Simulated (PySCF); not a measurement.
Structure problem from calculated spectra and properties.

Elements present: C, H, N and Si. Monoisotopic mass: 104.0770 u.

- Triplet: lowest triplet excitation (Tamm–Dancoff): 6.01 eV [TDA CAM-B3LYP/def2-SVPD]
- Dipole: 0.77 D [CAM-B3LYP/def2-SVPD]
- UV, strongest line: among the 10 lowest singlet transitions: S6 at 7.67 eV (162 nm, f = 0.046) [TDDFT CAM-B3LYP/def2-SVPD]
- 13C NMR: chemical shifts (computed TMS as zero) by class: 39.6 (1 C), 26.8 (2 C) ppm [GIAO HF/pcSseg-1]
- 1H NMR: chemical shifts (computed TMS as zero) by class: 4.36 (2 H), 2.43 (1 H), 1.19 (6 H), 0.73 (1 H), 0.33 (2 H) ppm [GIAO HF/pcSseg-1]
- Rotational structure: rotational constants A, B, C: 5.394, 1.477, 1.340 GHz [PBE0-D3(BJ)/def2-SVP]
- Valence photoelectron: vertical ionisation energy: 8.70 eV [ΔSCF CAM-B3LYP/def2-SVPD]

Electronic properties: PySCF, gas phase, density fitting. Levels stand in brackets. One conformer (not necessarily the lowest) at the PBE0-D3(BJ)/def2-SVP geometry, without solvent, vibrations or thermal averaging. NMR classes are plain means over equivalent atoms (diastereotopic ones count apart unless rotation or inversion swaps them), as if these changed places fast.

Q: Which formula fits the mass and the elements?

A: C3H12N2Si (calculated 104.0770). No other formula that holds each of these elements comes within 0.0003 u with a fitting electron parity and a possible valence count.

Q: What is the compound? Reason from the data.

A: Numbering: `[CH3:1][CH:2]([CH3:3])[NH:4][SiH2:5][NH2:6]`. Its formula, C3H12N2Si, gives 0 degrees of unsaturation, so no ring and no π bond. 3 carbons fall into 2 classes; from least to most shielded: sp3 carbon bound to nitrogen [C2] (39.6 ppm), methyl carbon [C1/C3] (26.8 ppm, 2 C, up to 3.7 ppm apart in this geometry). Hydrogen classes from least to most shielded: 2 H on an SiH2 silicon, Si5 (4.36 ppm), 1 H on an sp3 carbon bound to nitrogen, C2 (2.43 ppm), 6 H on 2 methyl carbons, C1/C3 (1.19 ppm, a mean of values up to 0.7 ppm apart in this geometry), 1 H on a silicon-bound nitrogen, N4 (0.73 ppm), 2 H on a silicon-bound nitrogen, N6 (0.33 ppm). The first electron is taken from the HOMO, whose largest Löwdin shares are 0.55 on a silicon-bound nitrogen, 0.10 on the SiH2 silicon, 0.07 on the sp3 carbon bound to nitrogen and 0.06 on a methyl carbon. The optimised geometry has point group C1 and is an asymmetric top. Structure: `CC(C)N[SiH2]N`. Computed isomers that give other values at the same levels: `CCC[SiH](N)N` (smallest rotational constant: 1.147 GHz; this holds for the one conformer computed); `CCCN[SiH2]N` (13C chemical shifts (computed TMS as zero) by class: 40.1 (1 C), 28.8 (1 C), 13.2 (1 C) ppm); `CC(C)[SiH](N)N` (rotational constant A: 3.668 GHz; this holds for the one conformer computed). The assignments are read from this structure; whether some other isomer fits the data as well wasn't checked.

The values belong to the conformer `[CH3:1][CH:2]([CH3:3])[NH:4][SiH2:5][NH2:6]`: C1–C2–N4–Si5 70°, C2–N4–Si5–N6 -156°, H–N6–Si5–N4 -154°, H–N6–Si5–N4 60°.
